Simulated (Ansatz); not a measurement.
# Telling isomers of Cl2FGeH3Si apart by their spectra

These gas-phase data were calculated for one isomer of Cl2FGeH3Si at PBE0-D3(BJ)/def2-SVP (harmonic, unscaled wavenumbers; equilibrium rotational constants with average atomic masses):

| Property | Result |
| --- | --- |
| rotational constants | 3.085, 0.7974, 0.6771 GHz |
| all wavenumbers above 1500 cm⁻¹ | 2284, 2181, 2169 |
| dipole moment | 1.64 D (PBE0/def2-TZVPD) |

Candidates:

(1) `F[Si](Cl)(Cl)[GeH3]`, a singlet
(2) `F[Si@H](Cl)[GeH2][Cl]`, a singlet

Problem. Which structure fits?

Solution. Candidate (2). 2 modes lie between 1900 and 2250 cm⁻¹, one for each Ge–H bond, while (1) has 3.

The same quantities for all candidates:

|  | rotational constants (GHz) | wavenumbers above 1500 cm⁻¹ | dipole (D) | E above the lowest, PBE0-D3(BJ)/def2-SVP (kcal/mol) |
| --- | --- | --- | --- | --- |
| (1) | 1.732, 0.997, 0.8194 | 2183, 2182, 2171 | 1.87 | 0.0 |
| (2) | 3.085, 0.7974, 0.6771 | 2284, 2181, 2169 | 1.64 | 9.2 |

Harmonic stretches to hydrogen usually lie a few per cent above observed fundamentals. Each candidate is one conformer. Programs: Ansatz 0.2.0.
